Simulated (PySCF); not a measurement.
GeH, SMILES [GeH] (connectivity only; charge and spin as stated), charge +1, multiplicity 1.

Geometry: PBE0-D3(BJ)/def2-TZVPD. The spin state was assumed, not searched.

Computed with PBE0-D3(BJ)/def2-TZVPD (PySCF).

Frequencies are harmonic and unscaled.

Computed harmonic wavenumbers and intensities:
```
mode  ν (cm⁻¹)  IR (km/mol)  moving atoms (share of kinetic energy)
----  --------  -----------  --------------------------------------
1         2018        112.6                                  H 99 %
```
